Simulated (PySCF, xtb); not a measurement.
octasulfur (S8), SMILES S1SSSSSSS1.

The structure is a stationary point at PBE0-D3(BJ)/def2-SVP.

Computed with C-PCM-M06-2X/def2-SVP (PySCF).

The values are the electrostatic part of the solvation free energy, E(continuum) − E(gas) at the gas-phase geometry, in a cavity of scaled van der Waals radii (PySCF's table); cavitation and dispersion terms are not included. In vacuum the orbital gap is 6.47 eV. The dipole moment in vacuum is 0.16 D.

Computed values in water (ε = 78.36), ethylethanoate (ε = 5.99), 1-octanol (ε = 9.86):
```json
[
 {"solvent": "water", "ε": "78.36", "ΔG(elec) (kcal/mol)": "-2.0", "dipole (D)": "0.27", "gap (eV)": "6.51"},
 {"solvent": "ethylethanoate", "ε": "5.99", "ΔG(elec) (kcal/mol)": "-1.7", "dipole (D)": "0.24", "gap (eV)": "6.50"},
 {"solvent": "1-octanol", "ε": "9.86", "ΔG(elec) (kcal/mol)": "-1.9", "dipole (D)": "0.25", "gap (eV)": "6.51"}
]
```

For comparison, GFN2-xTB/ALPB(water) (xtb, at the GFN2-xTB geometry, all terms of that model) gives 8.0 kcal/mol.
